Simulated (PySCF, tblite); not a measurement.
Isomers of C4H7NOSi. All values are computed: GFN2-xTB (tblite) harmonic vibrations without scaling, gas phase. This tight-binding method is rough: wavenumbers can miss measured ones by several per cent, in bad cases by 10 to 20. Modes of hydrogen on silicon can be 10 to 20 % off. One conformer each.

Electronic energies: PBE0/pcSseg-1 single points on the GFN2-xTB geometries (PySCF, gas phase).

```
              SMILES  electronic energy, lowest = 0 (kJ/mol)
    Nc1coc([SiH3])c1                                    17.2
N#C[C@@H]1OCC[SiH2]1                                    28.8
    C#C/C=N/[SiH2]OC                                   102.4
  C/C=C(\C#N)O[SiH3]                                     0.0
      Cc1cnoc1[SiH3]                                    80.8
N#C[C@H]([SiH3])CC=O                                    30.8
      C[SiH2]c1cnoc1                                    47.7
```

How do GFN2-xTB zero-point energies change the relative energies?

```tsv
SMILES	ZPE (kJ/mol)	of it from modes above 1550 cm⁻¹	electronic (kJ/mol)	with ZPE, lowest = 0 (kJ/mol)	lowest mode (cm⁻¹)	rings
C/C=C(\C#N)O[SiH3]	252.4	137.9	0.0	0.0	58	0
Nc1coc([SiH3])c1	257.3	129.7	17.2	22.1	42	1
N#C[C@@H]1OCC[SiH2]1	264.3	130.5	28.8	40.6	67	1
N#C[C@H]([SiH3])CC=O	250.3	135.7	30.8	28.7	48	0
C[SiH2]c1cnoc1	261.9	128.5	47.7	57.2	9	1
Cc1cnoc1[SiH3]	256.8	123.7	80.8	85.2	12	1
C#C/C=N/[SiH2]OC	252.6	141.0	102.4	102.6	52	0
```

The zero-point energies span 14.0 kJ/mol, from `N#C[C@H]([SiH3])CC=O` to `N#C[C@@H]1OCC[SiH2]1`. The lowest isomer stays, but the order above it changes.

And how do the electronic energies of GFN2-xTB itself compare?

`C/C=C(\C#N)O[SiH3]` 0.0; `Nc1coc([SiH3])c1` 39.0; `N#C[C@@H]1OCC[SiH2]1` 131.0; `N#C[C@H]([SiH3])CC=O` 154.6; `C[SiH2]c1cnoc1` 137.7; `Cc1cnoc1[SiH3]` 93.8; `C#C/C=N/[SiH2]OC` 82.8 kJ/mol, lowest = 0. Against the energies above, taken from the same isomer `C/C=C(\C#N)O[SiH3]`, the largest difference is 123.8 kJ/mol.

What do entropy and thermal enthalpy add at 298.15 K and 1 bar (rigid rotor, harmonic oscillator, one conformer each)?

```
              SMILES  point group  symmetry number  S (J/(mol K))  H − H(0) (kJ/mol)  ZPE + H − H(0) − TS (kJ/mol)
N#C[C@@H]1OCC[SiH2]1           C1                1          358.1              22.47                         180.0
N#C[C@H]([SiH3])CC=O           C1                1          393.2              26.37                         159.4
    C#C/C=N/[SiH2]OC           C1                1          409.1              28.28                         158.9
```

Not tabulated: `C/C=C(\C#N)O[SiH3]` (point group not settled); `Nc1coc([SiH3])c1` (point group not settled); `C[SiH2]c1cnoc1` (lowest mode only 9 cm⁻¹); `Cc1cnoc1[SiH3]` (lowest mode only 12 cm⁻¹).
